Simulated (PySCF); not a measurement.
AlH3O3, SMILES [OH][Al]([OH])[OH]. Atoms are numbered in the order given.

```xyz
7

Al     0.0000     0.0000     0.0000
O      1.6024     0.5624     0.0000
H      2.3696    -0.0166     0.0000
O     -0.3142    -1.6689     0.0000
H     -1.1992    -2.0438     0.0000
O     -1.2882     1.1065     0.0000
H     -1.1704     2.0604     0.0000
```
Charge 0, spin multiplicity 1.

Geometry optimised at B3LYP-D3(BJ)/def2-SVP. The isomer is the one that the SMILES or the coordinates give; other isomers of the formula were not compared. The values are those of a single conformer.

Calculation: TDDFT-PBE/def2-SVPD in PySCF.

Vertical excitations; the highest root listed may be one member of a degenerate set. The molecule is in vacuum. State labels are in the subgroup Cs.

Question: Give excitation energies, oscillator strengths and character. (Estimate from the structure and the level; the computed values follow.)

Answer: 
| state | symmetry | energy (eV) | λ (nm) | f | main pairs |
|---|---|---|---|---|---|
| S1 | A" | 5.89 | 210 | 0.000 | HOMO→LUMO, HOMO−1→LUMO (degenerate set) |
| S2 | A" | 5.89 | 210 | 0.000 | HOMO−1→LUMO, HOMO→LUMO (degenerate set) |
| S3 | A' | 6.58 | 189 | 0.000 | HOMO−4→LUMO 100 % |
| S4 | A' | 6.65 | 187 | 0.060 | HOMO−3→LUMO (degenerate set) |
| S5 | A' | 6.65 | 187 | 0.060 | HOMO−2→LUMO (degenerate set) |
| S6 | A" | 6.74 | 184 | 0.117 | HOMO−5→LUMO 98 % |
| S7 | A" | 7.78 | 159 | 0.000 | HOMO−1→LUMO+2 45 %, HOMO→LUMO+3 45 % |
| S8 | A" | 7.81 | 159 | 0.000 | HOMO→LUMO+2, HOMO−1→LUMO+3, HOMO→LUMO+3, HOMO−1→LUMO+2 (degenerate set) |
| S9 | A" | 7.81 | 159 | 0.000 | HOMO−1→LUMO+2, HOMO→LUMO+3, HOMO−1→LUMO+3, HOMO→LUMO+2 (degenerate set) |
| S10 | A" | 7.89 | 157 | 0.094 | HOMO−1→LUMO+3 44 %, HOMO→LUMO+2 44 % |
| T1 | A" | 5.69 | 218 | 0 | HOMO−1→LUMO (degenerate set) |
| T2 | A" | 5.69 | 218 | 0 | HOMO→LUMO (degenerate set) |
| T3 | A" | 6.30 | 197 | 0 | HOMO−5→LUMO 98 % |
| T4 | A' | 6.35 | 195 | 0 | HOMO−2→LUMO 81 %, HOMO−3→LUMO 19 % |
Triplets are in the Tamm–Dancoff approximation, which puts them higher than full response would, so one can lie above its singlet here.
